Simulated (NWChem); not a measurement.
# disulfane (H$_{2}$S$_{2}$); SMILES SS

All runs: NWChem. Level Hartree-Fock/def2-SVP: optimisations from one semi-empirical or force-field start; each run changes one setting, and all end within 0.3 mHa of each other.

```tsv
setting	optimisation steps
redundant internal coordinates, default thresholds	4
Cartesian coordinates	4
loose thresholds	2
symmetry off	4
```
